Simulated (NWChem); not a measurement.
System: BSiH$_{3}$Cl$_{2}$; SMILES [SiH3]B(Cl)Cl

Excerpt of the output:

```
             Northwest Computational Chemistry Package (NWChem) 7.3.0
             --------------------------------------------------------

                             Geometry "geometry" -> ""
                             -------------------------

 Output coordinates in angstroms (scale by  1.889725989 to convert to a.u.)

  No.       Tag          Charge          X              Y              Z
 ---- ---------------- ---------- -------------- -------------- --------------
    1 B                    5.0000    -0.01350500    -0.09024500     0.00560600
    2 Cl                  17.0000     1.53405300    -0.90961800    -0.00461900
    3 Cl                  17.0000    -1.46610900    -1.06314400    -0.00433500
    4 Si                  14.0000    -0.06764300     1.93502900     0.00517100
    5 H                    1.0000    -1.45874500     2.45973200     0.14924000
    6 H                    1.0000     0.50910900     2.42933600    -1.28497300
    7 H                    1.0000     0.77813600     2.45952000     1.12222500

 Effective nuclear repulsion energy (a.u.)     229.1579010526

  xc_inp: hfexch multiplicative factor not found.
                              NWChem Property Module
                              ----------------------

  itol2e modified to match energy
  convergence criterion.

                                 NWChem DFT Module
                                 -----------------

 Summary of "ao basis" -> "ao basis" (spherical)
 ------------------------------------------------------------------------------
       Tag                 Description            Shells   Functions and Types
 ---------------- ------------------------------  ------  ---------------------
 B                           6-31g*                  6       14   3s2p1d
 Cl                          6-31g*                  8       18   4s3p1d
 Si                          6-31g*                  8       18   4s3p1d
 H                           6-31g*                  2        2   2s

  itol2e modified to match energy
  convergence criterion.

            General Information
            -------------------
          SCF calculation type: DFT
          Wavefunction type:  closed shell.
          No. of atoms     :     7
          No. of electrons :    56
           Alpha electrons :    28
            Beta electrons :    28
          Charge           :     0
          Spin multiplicity:     1
          Use of symmetry is: off; symmetry adaption is: off
          Maximum number of iterations: 150
          AO basis - number of functions:    74
                     number of shells:    36
          Convergence on energy requested:  1.00D-07
          Convergence on density requested:  1.00D-05
          Convergence on gradient requested:  5.00D-04

              XC Information
              --------------
                     Hartree-Fock (Exact) Exchange  1.000

      Superposition of Atomic Density Guess
      -------------------------------------

 Sum of atomic energies:       -1233.73925907

      Non-variational initial energy
      ------------------------------

 Total energy =   -1234.884384
 1-e energy   =   -2161.503803
 2-e energy   =     697.461517
 HOMO         =      -0.309730
 LUMO         =      -0.000847

   convergence    iter        energy       DeltaE   RMS-Dens  Diis-err
 ---------------- ----- ----------------- --------- --------- ---------
 d= 0,ls=0.0,diis     1  -1234.3071087907 -1.46D+03  9.19D-03  3.01D-01
 d= 0,ls=0.0,diis     2  -1234.3583287520 -5.12D-02  3.66D-03  8.03D-02
 d= 0,ls=0.0,diis     3  -1234.3709659639 -1.26D-02  1.71D-03  3.43D-03
 d= 0,ls=0.0,diis     4  -1234.3721787223 -1.21D-03  3.37D-04  6.23D-05
 d= 0,ls=0.0,diis     5  -1234.3722070263 -2.83D-05  7.40D-05  3.31D-06
  Resetting Diis
 d= 0,ls=0.0,diis     6  -1234.3722086179 -1.59D-06  1.99D-05  2.70D-07
 d= 0,ls=0.0,diis     7  -1234.3722087553 -1.37D-07  2.64D-06  1.91D-08
 d= 0,ls=0.0,diis     8  -1234.3722087626 -7.28D-09  1.47D-06  3.80D-09

         Total DFT energy =    -1234.372208762608
      One electron energy =    -2162.881521012679
           Coulomb energy =      779.872730940299
    Exchange-Corr. energy =      -80.521319742815
 Nuclear repulsion energy =      229.157901052587

 Numeric. integr. density =        0.000000000000

                       DFT Final Molecular Orbital Analysis
                       ------------------------------------

 Vector   26  Occ=2.000000D+00  E=-4.739868D-01
              MO Center=  1.4D-01, -9.2D-01, -6.3D-03, r^2= 3.5D+00
   Bfn.  Coefficient  Atom+Function         Bfn.  Coefficient  Atom+Function
  ----- ------------  ---------------      ----- ------------  ---------------
    23      0.527733  2 Cl pz                41     -0.491621  3 Cl pz
    27      0.304896  2 Cl pz                45     -0.285852  3 Cl pz
    19     -0.204173  2 Cl pz                37      0.190242  3 Cl pz
    59     -0.048047  4 Si pz                13     -0.034657  1 B  d  1
    72      0.029571  6 H  s                 71      0.028230  6 H  s

 Vector   27  Occ=2.000000D+00  E=-4.610534D-01
              MO Center=  1.8D-03, -6.2D-01,  1.4D-02, r^2= 4.4D+00
   Bfn.  Coefficient  Atom+Function         Bfn.  Coefficient  Atom+Function
  ----- ------------  ---------------      ----- ------------  ---------------
    22      0.384460  2 Cl py                39      0.377972  3 Cl px
    21      0.340586  2 Cl px                40     -0.334628  3 Cl py
    43      0.214938  3 Cl px                26      0.213577  2 Cl py
    25      0.191708  2 Cl px                44     -0.181683  3 Cl py
    18     -0.147418  2 Cl py                35     -0.145077  3 Cl px

 Vector   28  Occ=2.000000D+00  E=-4.202190D-01
              MO Center= -1.3D-02,  1.9D-01, -2.9D-03, r^2= 3.9D+00
   Bfn.  Coefficient  Atom+Function         Bfn.  Coefficient  Atom+Function
  ----- ------------  ---------------      ----- ------------  ---------------
    40      0.367717  3 Cl py                22      0.360413  2 Cl py
    58      0.335710  4 Si py                 4     -0.292887  1 B  py
    44      0.227063  3 Cl py                26      0.225367  2 Cl py
     6     -0.223073  1 B  s                 36     -0.140882  3 Cl py
    18     -0.138114  2 Cl py                54     -0.135138  4 Si py

 Vector   29  Occ=0.000000D+00  E= 5.437462D-02
              MO Center= -3.1D-02,  1.5D-01,  1.8D-02, r^2= 3.2D+00
   Bfn.  Coefficient  Atom+Function         Bfn.  Coefficient  Atom+Function
  ----- ------------  ---------------      ----- ------------  ---------------
     9      0.646577  1 B  pz                 5      0.388474  1 B  pz
    72      0.351091  6 H  s                 63      0.339871  4 Si pz
    74     -0.318706  7 H  s                 27     -0.284533  2 Cl pz
    45     -0.280830  3 Cl pz                41     -0.211468  3 Cl pz
    23     -0.197324  2 Cl pz                59      0.084235  4 Si pz

 Vector   30  Occ=0.000000D+00  E= 1.499197D-01
              MO Center= -1.2D-01,  2.4D+00,  1.0D-02, r^2= 4.8D+00
   Bfn.  Coefficient  Atom+Function         Bfn.  Coefficient  Atom+Function
  ----- ------------  ---------------      ----- ------------  ---------------
    62      1.686603  4 Si py                 6      1.416958  1 B  s
     8      0.747136  1 B  py                60     -0.663822  4 Si s
    72     -0.304337  6 H  s                 74     -0.300607  7 H  s
    70     -0.146929  5 H  s                 58      0.125689  4 Si py
    61      0.120075  4 Si px                 4      0.115588  1 B  py

 Vector   31  Occ=0.000000D+00  E= 1.658084D-01
              MO Center=  1.6D-01,  1.5D+00, -9.0D-02, r^2= 4.8D+00
   Bfn.  Coefficient  Atom+Function         Bfn.  Coefficient  Atom+Function
  ----- ------------  ---------------      ----- ------------  ---------------
    61      1.345371  4 Si px                70      1.098960  5 H  s
    74     -0.563794  7 H  s                  6     -0.400409  1 B  s
    42      0.392732  3 Cl s                 72     -0.371191  6 H  s
     7      0.332841  1 B  px                44      0.304653  3 Cl py
    43      0.239035  3 Cl px                26     -0.206405  2 Cl py

     Multipole analysis of the density
     ---------------------------------

     L   x y z        total         alpha         beta         nuclear
     -   - - -        -----         -----         ----         -------
     0   0 0 0     -0.000000    -28.000000    -28.000000     56.000000

     1   1 0 0     -0.045193      0.006675      0.006675     -0.058542
     1   0 1 0      0.344418     -0.253749     -0.253749      0.851917
     1   0 0 1      0.014431      0.068917      0.068917     -0.123403

     2   2 0 0    -36.424253   -160.349585   -160.349585    284.274918
     2   1 1 0     -0.066649     -0.947411     -0.947411      1.828173
     2   1 0 1      0.000513      0.029432      0.029432     -0.058350
     2   0 2 0    -35.973748   -203.223688   -203.223688    370.473628
     2   0 1 1      0.007435     -0.519307     -0.519307      1.046048
     2   0 0 2    -33.964623    -22.221118    -22.221118     10.477613

          -----------------------
          Electric field gradient
          -----------------------

 1 a.u. = 0.324123 10**(16) esu/cm**3  ( or statvolts/cm**2 ) = 0.97174 10**(22) v/m**2

[...]

          -----------------------------------------
          Chemical Shielding Tensors (GIAO, in ppm)
          -----------------------------------------

                                NWChem CPHF Module
                                ------------------

  scftype          =     RHF
  nclosed          =       28
  nopen            =        0
  variables        =     1288
  # of vectors     =        3
  tolerance        = 0.10D-03
  level shift      = 0.00D+00
  max iterations   =       50
  max subspace     =       30

 SCF residual:    3.8501459020998467E-005

Iterative solution of linear equations
  No. of variables     1288
  No. of equations        3
  Maximum subspace       30
        Iterations       50
       Convergence  1.0D-04

   iter   nsub   residual    time
   ----  ------  --------  ---------
     1      3    1.55D+00      15.4
     2      6    4.50D-01      16.8
     3      9    6.88D-02      18.2
     4     12    7.13D-03      19.6
     5     15    1.14D-03      21.0
     6     18    1.32D-04      22.4
     7     21    3.01D-05      23.8

      Atom:    1  B
        Diamagnetic
    208.0082      0.4793     -0.0038
      0.4793    201.5741      0.1044
     -0.0038      0.1044    184.6642

        Paramagnetic
   -228.9190     -2.7764      0.0198
     -2.7764   -153.2738     -0.7750
      0.0198     -0.7750    -75.6654

        Total Shielding Tensor
    -20.9108     -2.2971      0.0160
     -2.2971     48.3003     -0.6706
      0.0160     -0.6706    108.9988

           isotropic =      45.4628
          anisotropy =      95.3152

          Principal Components and Axis System
                 1           2           3
              109.0063     48.3691    -20.9869

      1         0.0003     -0.0331      0.9995
      2        -0.0111      0.9994      0.0331
      3         0.9999      0.0111      0.0000

      Atom:    2  Cl
        Diamagnetic
   1152.8987     -3.6428     -0.0385
     -3.6428   1146.2394      0.0225
     -0.0385      0.0225   1143.5012

        Paramagnetic
   -522.6171   -213.4570     -2.9156
   -213.4570   -573.2731     -2.6367
     -2.9156     -2.6367   -174.9502

        Total Shielding Tensor
    630.2815   -217.0998     -2.9540
   -217.0998    572.9663     -2.6141
     -2.9540     -2.6141    968.5510

           isotropic =     723.9329
          anisotropy =     366.9688

          Principal Components and Axis System
                 1           2           3
              968.5788    820.6053    382.6147

      1        -0.0069      0.7519      0.6592
      2        -0.0028     -0.6592      0.7519
      3         1.0000      0.0034      0.0067

      Atom:    3  Cl
        Diamagnetic
   1152.1719      4.2585      0.0368
      4.2585   1146.8967      0.0257
      0.0368      0.0257   1143.4986

        Paramagnetic
   -582.7331    216.9393      3.1266
    216.9393   -529.6340     -2.4188
      3.1266     -2.4188   -184.0348

        Total Shielding Tensor
    569.4388    221.1978      3.1634
    221.1978    617.2627     -2.3932
      3.1634     -2.3932    959.4638

           isotropic =     715.3884
          anisotropy =     366.1541

          Principal Components and Axis System
                 1           2           3
              959.4911    815.8364    370.8377

      1         0.0065      0.6680      0.7441
      2        -0.0028      0.7441     -0.6680
      3         1.0000     -0.0023     -0.0067

      Atom:    4  Si
        Diamagnetic
    878.1728     -0.2643     -0.0027
     -0.2643    885.0588      0.0094
     -0.0027      0.0094    876.9913

        Paramagnetic
   -342.3392     -8.6053      0.4795
     -8.6053   -361.0108      2.7805
      0.4795      2.7805   -392.8784

        Total Shielding Tensor
    535.8336     -8.8697      0.4768
     -8.8697    524.0480      2.7899
      0.4768      2.7899    484.1129

           isotropic =     514.6648
          anisotropy =      38.9086

          Principal Components and Axis System
                 1           2           3
              540.6039    519.4954    483.8951

      1         0.8802      0.4740     -0.0218
      2        -0.4743      0.8773     -0.0741
      3        -0.0160      0.0756      0.9970

      Atom:    5  H
        Diamagnetic
     34.1118     -5.0998     -1.0803
     -5.0998     29.5687      0.5999
     -1.0803      0.5999     23.5283

        Paramagnetic
     -2.2745      2.7982      0.5117
      2.7982     -0.4504     -0.2221
      0.5117     -0.2221      1.6054

        Total Shielding Tensor
     31.8373     -2.3017     -0.5686
     -2.3017     29.1183      0.3778
     -0.5686      0.3778     25.1337

           isotropic =      28.6964
          anisotropy =       6.7680

          Principal Components and Axis System
                 1           2           3
               33.2084     27.8054     25.0755

      1         0.8651      0.4975      0.0646
      2        -0.4946      0.8673     -0.0563
      3        -0.0841      0.0168      0.9963

      Atom:    6  H
        Diamagnetic
     25.5281      1.7743     -3.8866
      1.7743     29.0472     -4.9590
     -3.8866     -4.9590     32.4208

        Paramagnetic
      1.8514     -1.1892      1.8696
     -1.1892     -0.5035      2.1721
      1.8696      2.1721     -2.4398

        Total Shielding Tensor
     27.3795      0.5851     -2.0171
      0.5851     28.5437     -2.7869
     -2.0171     -2.7869     29.9810

           isotropic =      28.6347
          anisotropy =       6.3222

          Principal Components and Axis System
                 1           2           3
               32.8496     27.2705     25.7841

      1        -0.3410     -0.7214      0.6027
      2        -0.5430      0.6745      0.5001
      3         0.7674      0.1567      0.6218

      Atom:    7  H
        Diamagnetic
     27.5159      2.8158      4.9729
      2.8158     29.3442      4.5198
      4.9729      4.5198     30.1825

        Paramagnetic
      0.8851     -1.7894     -2.3672
     -1.7894     -0.6000     -1.9206
     -2.3672     -1.9206     -1.4127

        Total Shielding Tensor
     28.4010      1.0264      2.6056
      1.0264     28.7442      2.5991
      2.6056      2.5991     28.7698

           isotropic =      28.6383
          anisotropy =       6.3789

          Principal Components and Axis System
                 1           2           3
               32.8909     27.5500     25.4741

      1         0.5108     -0.6913      0.5111
      2         0.5438      0.7202      0.4308
      3         0.6659     -0.0579     -0.7438
```

Level: Hartree-Fock/6-31G* (spherical d), GIAO. All runs use the structure optimised with PBE0/def2-SVP. NWChem prints the field gradient with the sign opposite to the second derivative of the potential. The printed shielding anisotropy is the first printed principal value minus the mean of the other two.

Task: Reconstruct the input file.

Result: One answer among several that fit: the input that was run:
```
start job
memory heap 200 mb stack 900 mb global 1100 mb
geometry units angstroms noautosym nocenter noautoz
  B     -0.013505    -0.090245     0.005606
  Cl     1.534053    -0.909618    -0.004619
  Cl    -1.466109    -1.063144    -0.004335
  Si    -0.067643     1.935029     0.005171
  H     -1.458745     2.459732     0.149240
  H      0.509109     2.429336    -1.284973
  H      0.778136     2.459520     1.122225
end
basis spherical
  * library 6-31g*
end
dft
  xc hfexch
  iterations 150
end
property
  shielding
  efieldgrad
end
task dft property
```
